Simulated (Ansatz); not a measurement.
Consider the isomerisation: `C=C1[Se]B1O` → `C=C1OB1[SeH]`.

Calculated with Ansatz (gas phase, PBE0-D4/def2-TZVP geometries, no zero-point term in ΔE). CBS: MP2 limit from def2 TZ/QZ plus the TZ coupled-cluster correction, frozen cores. DFT in def2-TZVPP. B3LYP here is the variant with VWN-RPA as its local correlation; programs differ in this. For Se outer-core shells are correlated without core-valence functions, which leaves a few kJ/mol of doubt a bond. Scalar relativity is left out up to krypton. One conformer a species, not always the lowest.

`C=C1[Se]B1O`:

Z-matrix (Å, degrees):
```
C
C 1 1.322
H 1 1.086 2 119.6
H 1 1.084 2 123.1 3 -180.0
Se 2 1.972 1 135.3 3 180.0
B 2 1.488 1 159.0 3 0.0
O 6 1.337 2 150.0 1 -0.0
H 7 0.962 6 113.7 2 0.0
```

`C=C1OB1[SeH]`:

```xyz
8

C    -1.023    1.515   -0.364
C    -0.303    0.448   -0.107
O     1.025    0.084   -0.521
B     0.368   -0.804    0.274
Se    0.620   -2.501    1.095
H    -2.019    1.596    0.051
H    -0.646    2.320   -0.984
H     1.978   -2.659    0.555
```

```
             level  ΔE (kcal/mol)
           PBE0-D4           21.8
          B3LYP-D4           21.6
              PBE0           21.4
   CCSD/def2-TZVPP           20.6
CCSD(T)/def2-TZVPP           21.2
    MP2/def2-QZVPP           24.4
SCS-MP2/def2-QZVPP           22.4
     MP2/CBS(def2)           24.9
```

What does CCSD(T)/CBS give? (Estimate.)

The calculation gave: +22.4 kcal/mol. The listed levels differ from it by -0.6, -0.8, -1.0, -1.8, -1.2, 2.0, 0.0, 2.5 kcal/mol.

Largest T1 diagnostic among the species: 0.014.

In def2-TZVPP, CCSD(T) changes the Hartree–Fock value by +1.8 kcal/mol (the triples alone add +0.7 kcal/mol) and MP2 by +4.3 kcal/mol.
